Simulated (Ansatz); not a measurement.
`CC([SiH3])[TeH]` + `BO[C](=C)[GeH3]` → `C=[C]([GeH3])[TeH]` + `BOC(C)[SiH3]`  (redistribution)

Calculated with Ansatz (gas phase, PBE0-D4/def2-TZVP geometries, no zero-point term in ΔE). CCSD(T)/CBS is the MP2 limit (def2-TZVPP, def2-QZVPP) plus CCSD(T) − MP2 in def2-TZVPP, frozen cores. Functionals use def2-TZVPP. B3LYP here is the variant with VWN-RPA as its local correlation; programs differ in this. def2 core potentials past Kr. For Ge, Te outer-core shells are correlated without core-valence functions, which leaves a few kJ/mol of doubt a bond. Scalar relativity is left out up to krypton. Each species was taken in one conformer, which may not be the lowest.

`CC([SiH3])[TeH]`:

```xyz
12

C    -0.277    0.155    1.544
C    -0.526    0.053    0.045
Si    0.873   -0.796   -0.872
Te   -0.770    2.060   -0.735
H    -0.178   -0.844    1.981
H    -1.096    0.660    2.062
H     0.645    0.701    1.762
H    -1.473   -0.455   -0.147
H     1.007   -2.204   -0.395
H     2.145   -0.078   -0.604
H     0.606   -0.816   -2.334
H    -0.957    1.565   -2.306
```

`BO[C](=C)[GeH3]`:

Cartesian coordinates in Å:
```
B -0.535 -1.589 -1.263
O 0.465 -1.287 -0.413
C 0.555 -0.120 0.310
C 1.605 0.027 1.109
Ge -0.815 1.280 0.167
H -0.467 -2.645 -1.815
H -1.440 -0.821 -1.439
H 2.360 -0.748 1.186
H 1.725 0.925 1.700
H -2.191 0.763 0.612
H -0.915 1.820 -1.267
H -0.347 2.395 1.114
```

`C=[C]([GeH3])[TeH]`:

Cartesian coordinates in Å:
```
C 0.502 0.910 1.374
C -0.209 0.182 0.517
Ge 0.576 -0.548 -1.106
Te -2.203 -0.323 0.965
H 0.086 1.329 2.287
H 1.552 1.121 1.189
H 0.587 -2.082 -1.037
H 2.010 -0.006 -1.240
H -0.268 -0.113 -2.317
H -2.633 -0.470 -0.630
```

`BOC(C)[SiH3]`:

```xyz
14

B    -2.131    0.569   -0.711
O    -0.882    0.104   -0.852
C     0.092    0.190    0.194
C     1.275    1.000   -0.294
Si    0.560   -1.582    0.695
H    -2.468    1.093    0.319
H    -2.866    0.437   -1.645
H    -0.365    0.689    1.060
H     1.726    0.539   -1.176
H     2.038    1.071    0.485
H     0.964    2.014   -0.561
H    -0.657   -2.316    1.127
H     1.531   -1.529    1.821
H     1.183   -2.279   -0.460
```

```
             level  ΔE (kJ/mol)  difference from CCSD(T)/CBS
            PBE-D4         14.9                         -0.2
           PBE0-D4         16.5                          1.4
           ωB97X-V         13.0                         -2.1
           ωB97M-V         15.1                          0.0
            B2PLYP         10.0                         -5.1
               PBE         13.3                         -1.8
              PBE0         15.3                          0.2
             B3LYP          9.2                         -5.9
     HF/def2-TZVPP          7.6                         -7.5
   CCSD/def2-TZVPP         11.4                         -3.7
CCSD(T)/def2-TZVPP         12.0                         -3.1
     HF/def2-QZVPP          7.2                         -7.9
    MP2/def2-QZVPP         14.6                         -0.5
SCS-MP2/def2-QZVPP         11.9                         -3.2
      HF/CBS(def2)          7.1                         -8.0
     MP2/CBS(def2)         16.1                          1.0
       CCSD(T)/CBS         15.1                            0
```

Largest T1 diagnostic among the species: 0.014.

In def2-TZVPP, CCSD(T) changes the Hartree–Fock value by +4.4 kJ/mol (the triples alone add +0.6 kJ/mol) and MP2 by +5.4 kJ/mol.
